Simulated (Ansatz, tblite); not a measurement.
Cost and result up the ladder for ZrSe2 (the lowest singlet isomer of a short search) (3 atoms). The state is a singlet with charge 0. Geometry: PBE-D4/def2-TZVP.

```xyz
3

Zr    0.7162    0.1762   -0.5463
Se    0.7279    0.2633    1.8102
Se   -1.4441   -0.4395   -1.2640
```

Ansatz on 4 threads of Intel Xeon Platinum 8259CL on a shared host; xTB runs through tblite on one thread. Times are rough, summed over both states, and most runs start from the orbitals of an earlier one. RPA@PBE/def2-TZVP serves as the yardstick here, not as an exact answer. Differences are given only for rows in sets of like size (and for xTB, whose basis is part of the method), since another set adds its own error. The other state is a quintet at its own geometry.

In the def2 sets Zr takes a core potential, while STO-3G treats all electrons; there is no spin–orbit coupling. The xTB rows come from tblite. Correlated methods freeze 18 core orbitals; core or outer-core shells of Zr, Se are correlated, in sets that lack core-valence functions. At PBE0-D4/def2-TZVP a singlet of charge 0 lies 3.04 eV below the quintet, each at its own geometry. The structure comes from a short search, and lower isomers may exist.

Correlated methods converge slowly with the basis.

xTB has no spin-polarisation term.

| level | functions | quintet − singlet (eV) | difference from RPA@PBE/def2-TZVP (eV) |
| --- | --- | --- | --- |
| revPBE-D4/def2-TZVP | 136 | 3.32 | 0.42 |
| r2SCAN-D4/def2-TZVP | 136 | 3.12 | 0.22 |
| RPA@PBE/def2-TZVP | 136 | 2.90 | 0.00 |
| GFN2-xTB | 27 | 3.59 | 0.69 |
| B97M-V/def2-TZVP | 136 | 3.00 | 0.10 |
| PBE-D4/def2-TZVP (with forces) | 136 | 3.40 | 0.50 |
| HF/def2-TZVP | 136 | 0.38 | -2.52 |
| r2SCAN0-D4/def2-TZVP | 136 | 2.73 | -0.17 |
| PBE0-D4/def2-TZVP | 136 | 3.04 | 0.13 |
| GFN1-xTB | 27 | 3.28 | 0.38 |
| HF/STO-3G | 63 | 1.12 | – |

Estimate how long each takes.

GFN1-xTB 0.008 s; GFN2-xTB 0.01 s; HF/STO-3G 3 s; revPBE-D4/def2-TZVP 8.3 s; PBE-D4/def2-TZVP (with forces) 9 s; HF/def2-TZVP 9.4 s; PBE0-D4/def2-TZVP 10 s; RPA@PBE/def2-TZVP 15 s; r2SCAN-D4/def2-TZVP 17 s; r2SCAN0-D4/def2-TZVP 23 s; B97M-V/def2-TZVP 31 s. On shared hardware such times vary by a factor of up to 3.
